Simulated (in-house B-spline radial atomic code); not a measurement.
Results of a calculation; reference values are marked as such.
Softness against transferability: the 4s channel of V

V, [Ar] 3d3 4s2, non-relativistic PBE, spherical and spin-unpolarised, from a B-spline radial code for spherical atoms (atomic units). The all-electron 4s level is ε = -0.170791 hartree, its outermost node lies just inside 1.20 bohr and its outer maximum at 2.77 bohr.

Troullier-Martins pseudo-orbitals are made for several radii. The cutoffs (hartree) are the plane-wave energies beyond which the orbital holds less than the named kinetic energy per electron. The phase error is the difference, pseudo minus all-electron, of arctan(R P'/P) at R = 3.9 bohr for all radii, half a hartree below and above the level.

```csv
r_c (bohr),V_l(0) (hartree),cutoff for 10 mEh,for 1 mEh,for 0.1 mEh,phase error at ε − 0.5 (mrad),at ε + 0.5 (mrad)
2.08,-0.78,1.84,7.68,17.5,-0.5,-18.1
2.41,1.14,1.77,3.38,8.32,-0.3,-9.7
2.77,1.01,1.69,3.28,7.84,-0.4,-11.1
3.13,0.54,1.48,2.78,6.77,-0.7,-21.5
3.49,0.21,1.22,2.33,5.64,-1.5,-44.8
3.6,0.14,1.1,2.16,5.25,-1.9,-55.4
```

Problem. Which radius needs the lowest cutoff for 0.1 mEh while both phase errors stay within 21.6 mrad?

Solution. The radii within that limit are 2.08, 2.41, 2.77, 3.13 bohr; of these r_c = 3.13 needs the least, 6.77 hartree, that is 13.5 Ry or 184 eV.

Problem. What does the larger radius buy, and what does it cost?

Solution. From r_c = 2.08 to 3.6 bohr the cutoff for 1 mEh goes from 7.68 to 2.16 hartree, a factor of 3.56, against 3.00 for a pure 1/r_c² scaling, end to end; step by step it is 7.68, 3.38, 3.28, 2.78, 2.33, 2.16, and for 0.1 mEh 17.5, 8.32, 7.84, 6.77, 5.64, 5.25; the number of plane waves goes as the cutoff to the power 3/2, here a factor of 6.7. The larger of the two phase errors is least at r_c = 2.41 bohr, 9.7 mrad; it is 18.1 at the smallest radius and 55.4 at the largest. These errors test the reference atom alone. The smallest radius lies well inside the outer maximum, where the nodeless form must bend sharply to keep the norm, so it is both harder and scatters less well than the next. Large radii also let the cores of neighbours overlap, which an atom doesn't show.
